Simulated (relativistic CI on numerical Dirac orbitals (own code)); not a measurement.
## Sc⁺ in a cubic cluster: 2p photoemission with charge transfer

Computed with a charge-transfer multiplet model of a cubic metal-ligand cluster with up to one ligand hole, Slater and spin-orbit integrals from Dirac-Coulomb-Breit ions, Slater integrals scaled by 0.8. The ground state mixes d2 with configurations of k ligand holes L, whose averages lie at kΔ + k(k − 1)U_dd/2; a core hole lowers each added d electron by U_cd. 20 K, Lorentzian 0.6 eV and Gaussian 0.8 eV FWHM.

Atomic integrals in eV (Slater integrals scaled, ζ unscaled), ground: F2dd 4.710, F4dd 2.885, zeta_d 0.005; with the core hole: F2dd 6.786, F4dd 4.228, zeta_d 0.015, zeta_core 3.008, F2cd 3.515, G1cd 2.451, G3cd 1.388.

Cluster parameters (eV): Δ = 7.5, U_dd = 5.1, U_cd = 6.5, 10Dq = 0.7, 10Dq(ligand) = 1.1, final-state hopping factor = 0.9.

```
                             Case   n_d    d2   d3L     S
V(eg) = 1.7 eV, V(t2g) = -0.75 eV  2.15  0.85  0.15  1.00
V(eg) = 2.3 eV, V(t2g) = -1.01 eV  2.21  0.79  0.21  1.00
V(eg) = 2.6 eV, V(t2g) = -1.14 eV  2.23  0.77  0.23  1.00
 V(eg) = 3.2 eV, V(t2g) = -1.4 eV  2.27  0.73  0.27  1.00
V(eg) = 3.5 eV, V(t2g) = -1.53 eV  2.28  0.72  0.28  1.00
```

Weights, n_d and S are thermal averages at 20 K. Binding energies count from the first peak over 30 % of the highest in each spectrum, which can be another peak from case to case. The parameters are a model scan and need not match a compound or its usual spin state. Peaks in eV (height, largest 100):
- V(eg) = 1.7 eV, V(t2g) = -0.75 eV: 0.0 (100), 4.9 (48), 11.8 (5)
- V(eg) = 2.3 eV, V(t2g) = -1.01 eV: 0.0 (100), 4.8 (48), 9.1 (8)
- V(eg) = 2.6 eV, V(t2g) = -1.14 eV: 0.0 (100), 4.8 (48), 10.3 (6)
- V(eg) = 3.2 eV, V(t2g) = -1.4 eV: 0.0 (100), 4.8 (49)
- V(eg) = 3.5 eV, V(t2g) = -1.53 eV: 0.0 (100), 4.8 (50)

For the case V(eg) = 2.6 eV, V(t2g) = -1.14 eV, Δ = 7.5 eV is larger than U_dd = 5.1 eV, the Mott-Hubbard side of the Zaanen-Sawatzky-Allen scheme. With the core hole the average of the configuration with one ligand hole lies at Δ − U_cd = 1.0 eV before mixing: the effective hopping of about 5.0 eV (from the holes of the mixed ground state) is comparable with this gap or larger, so the configurations mix strongly.

With at most 1 ligand hole the space is cut while the next configuration still counts, so covalency is underestimated, and a final configuration with one more ligand hole, which can lie low, is missing from the spectra.
